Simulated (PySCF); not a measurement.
C3H8NOSi (doublet state).
Z-matrix (Å and degrees, GFN2-xTB geometry), rows numbered from 1:
```
C 
N   1  1.4278
C   2  1.2104  1  136.72
Si  3  1.8651  2  145.78  1    -0.49
O   4  1.6239  3  108.41  2   123.00
C   5  1.3913  4  129.09  3    53.89
H   1  1.0953  2  112.23  3    -2.95
H   1  1.0903  2  108.20  3  -124.33
H   1  1.0903  2  108.29  3   118.39
H   4  1.4613  3  122.27  2    11.96
H   4  1.4673  3  102.07  2  -116.26
H   6  1.0915  5  108.16  4  -169.08
H   6  1.0938  5  110.52  4    71.58
H   6  1.0927  5  111.18  4   -49.08
```

The hyperfine couplings belong to this conformer and change with its torsions.

As a line formula: `C/N=[C]\[SiH2]OC` [radical].

Method: UKS B3LYP, pcH-1 on C H N O Si, non-relativistic, mean-field spin-orbit, GIAO (PySCF). Isolated species at its GFN2-xTB geometry (one conformer only). Couplings are sensitive to structure, and on GFN2-xTB geometries they can be far from those on DFT ones. Stability of the SCF solution: not tested.

Principal values of hyperfine tensors in MHz (contact, dipolar and spin–orbit terms together), for some of the nuclei:

```tsv
atom	isotope	A1	A2	A3
Si4	29Si	-144.29	-97.80	-92.32
C1	13C	103.36	104.44	126.61
H10	1H	93.39	96.54	101.68
N2	14N	62.69	65.28	99.83
H7	1H	21.15	26.12	33.66
H9	1H	-13.68	-12.25	0.43
H11	1H	-11.57	-10.03	-1.31
H8	1H	-11.13	-9.70	3.50
```

Q: Give the isotropic coupling of each nucleus in MHz and in mT (g = 2.0014), and the anisotropic part.

A: a_iso is a third of the trace, T = A − a_iso, and a(mT) = a(MHz)/(g × 13.996). The tensors hold a spin–orbit part: the run splits a_iso into a_FC + a_SO, and T includes its anisotropic share.

| atom | a_iso (MHz) | a_FC | a_SO | a_iso (mT) | T1 | T2 | T3 |
| --- | --- | --- | --- | --- | --- | --- | --- |
| Si4 | -111.47 | -111.66 | 0.19 | -3.980 | -32.82 | 13.67 | 19.15 |
| C1 | 111.47 | 111.49 | -0.02 | 3.979 | -8.11 | -7.03 | 15.14 |
| H10 | 97.20 | 97.20 | 0.00 | 3.470 | -3.82 | -0.66 | 4.48 |
| N2 | 75.94 | 76.01 | -0.07 | 2.711 | -13.25 | -10.65 | 23.90 |
| H7 | 26.98 | 26.98 | 0.00 | 0.963 | -5.83 | -0.86 | 6.68 |
| H9 | -8.50 | -8.50 | 0.00 | -0.303 | -5.18 | -3.75 | 8.92 |
| H11 | -7.63 | -7.63 | 0.00 | -0.273 | -3.93 | -2.39 | 6.32 |
| H8 | -5.78 | -5.77 | 0.00 | -0.206 | -5.36 | -3.92 | 9.27 |

Q: What spin density at the nucleus of Si4 lies behind its contact coupling (g_N = -1.11058)?

A: a_FC = (2μ0/3) gₑ μB g_N μN ρ(0)/(2S·h) = 800.24 MHz × g_N × ρ(0)/(2S), with ρ in bohr⁻³. With a_FC = -111.66 MHz and 2S = 1, ρ(0) = 0.1256 bohr⁻³. The nuclear moment is negative, so coupling and spin density have opposite signs.

Q: C3 (13C, g_N = 1.40482) isn't in the table. Its spin density at the nucleus is 0.2338 bohr⁻³. What is its contact coupling?

A: By the same relation, a_FC = 262.8 MHz. The spin–orbit term adds -0.22 MHz. Its full tensor has the principal values 220.36, 222.62, 344.71 MHz.

Q: Which nucleus of the table has the largest anisotropic coupling, and what is its form?

A: Si4: -32.8, 13.7, 19.2 MHz (the dipolar term alone has -32.6, 13.6, 19.1), rhombic: the two smaller values differ by 17 % of the largest.

Q: What first-order splitting does H10 cause when the field lies along A1, A2 or A3 of its tensor (g taken as isotropic, no quadrupole term)?

A: 2 lines (I = 1/2), spaced by |A_i|/(g × 13.996): 3.33, 3.45, 3.63 mT along the axes of A1, A2 and A3.
